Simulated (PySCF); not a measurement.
## Computed spin Hamiltonian

Compound: C₇H₁₀F (doublet state).
Cartesian coordinates in Å at the GFN2-xTB level; atoms count from 1:
```
atom  x, y, z in Å
C1     2.3232    0.4839   -0.3326
C2     0.8235    0.3307   -0.5324
C3    -0.0432    0.5665    0.6901
C4    -1.4276    1.1417    0.5500
C5    -1.9525   -0.3095    0.4335
C6    -0.5480   -0.8738    0.7151
C7     0.3248   -1.1351   -0.5257
F8    -0.3721   -1.4965   -1.6522
H9     2.6410   -0.0499    0.5601
H10    2.8630    0.0896   -1.1909
H11    2.5757    1.5348   -0.2145
H12    0.5059    0.8862   -1.4203
H13   -1.5874    1.7967   -0.3071
H14   -1.7865    1.6423    1.4479
H15   -2.6969   -0.5841    1.1768
H16   -2.3130   -0.5591   -0.5618
H17   -0.4469   -1.5725    1.5391
H18    1.1083   -1.8853   -0.3867
```

Identity: `C[C@@H]1[C]2CC[C@H]2[C@H]1F` [radical].

Theory: UKS B3LYP, pcH-1 on C F H, non-relativistic, mean-field spin-orbit, GIAO (PySCF). Isolated species at its GFN2-xTB geometry, gas phase. A GFN2-xTB geometry isn't a minimum of the functional, and hyperfine couplings can be far from their values at a DFT geometry. The SCF solution wasn't tested for stability.

```json
{
  "g1, g2, g3": "2.00205, 2.00264, 2.00320",
  "g_iso": "2.00263",
  "Form of g": "rhombic: the two nearest values differ by 48 % of g3 − g1",
  "⟨S²⟩": "0.7530 (exact 0.7500)",
  "α and β electrons": "31, 30",
  "Total energy": "-372.50414 Eh",
  "Basis functions": "300"
}
```

Isotropic coupling and dipolar principal values T1 to T3, in 10⁻⁴ cm⁻¹; ρ(0) is the spin density at the nucleus (1 × 10⁻⁴ cm⁻¹ = 2.998 MHz):

```
atom  isotope  a_iso     T1     T2    T3  Mulliken spin population  ρ(0) (bohr⁻³)
  C1      13C   11.6   -0.9   -0.8   1.6                      0.02         0.0309
  C2      13C   -2.8   -1.5   -0.6   2.1                     -0.03        -0.0076
  C3      13C   84.9  -24.3  -23.9  48.2                      0.91         0.2265
  C4      13C   -3.9   -1.9   -0.9   2.8                     -0.03        -0.0105
  C5      13C   15.8   -1.5   -1.2   2.7                      0.04         0.0422
  C6      13C   -3.7   -2.6   -1.6   4.2                     -0.01        -0.0098
  C7      13C   18.9   -1.0   -0.7   1.7                      0.03         0.0504
  F8      19F   13.3   -6.0   -5.5  11.5                      0.00         0.0095
  H9       1H   -0.5   -1.4   -0.9   2.3                      0.00        -0.0003
 H10       1H    0.3   -0.7   -0.6   1.3                      0.00         0.0002
 H11       1H   -0.7   -1.2   -0.8   2.0                      0.00        -0.0004
 H12       1H    5.4   -1.7   -1.0   2.6                      0.01         0.0036
 H13       1H    5.6   -1.7   -0.9   2.6                      0.01         0.0038
 H14       1H   22.7   -2.0   -1.7   3.7                      0.03         0.0152
 H15       1H    3.7   -1.1   -0.5   1.7                      0.01         0.0025
 H16       1H    3.7   -1.2   -0.6   1.7                      0.01         0.0025
 H17       1H   10.6   -1.7   -1.6   3.4                      0.01         0.0071
 H18       1H    5.7   -0.9   -0.6   1.5                      0.01         0.0038
```

The largest Mulliken spin population is on C3 (+0.91). The angles at C3 add up to 307.1°, so it is pyramidal.

Under fast tumbling the dipolar parts average out, and these isotropic splittings remain (the largest six): 1 × 1H (H14, I = 1/2, 2 lines) with 2.43 mT, 1 × 19F (F8, I = 1/2, 2 lines) with 1.42 mT, 1 × 1H (H17, I = 1/2, 2 lines) with 1.13 mT, 1 × 1H (H18, I = 1/2, 2 lines) with 0.61 mT, 1 × 1H (H13, I = 1/2, 2 lines) with 0.60 mT and 1 × 1H (H12, I = 1/2, 2 lines) with 0.58 mT.

Nuclei that the bonding pattern makes equivalent are averaged, as if the motion that swaps them (rotation, inversion, ring flip) were fast.

The 13C coupling of C3 (254.6 MHz) shows only in satellite lines or after enrichment, since that isotope makes up about 1.07 % of natural carbon.

The spin density at the nucleus, in bohr⁻³, is negative for C4 (-0.0105), C6 (-0.0098) and C2 (-0.0076), for instance. A restricted open-shell determinant has no negative spin density anywhere; here it arises because α and β orbitals differ (spin polarisation).
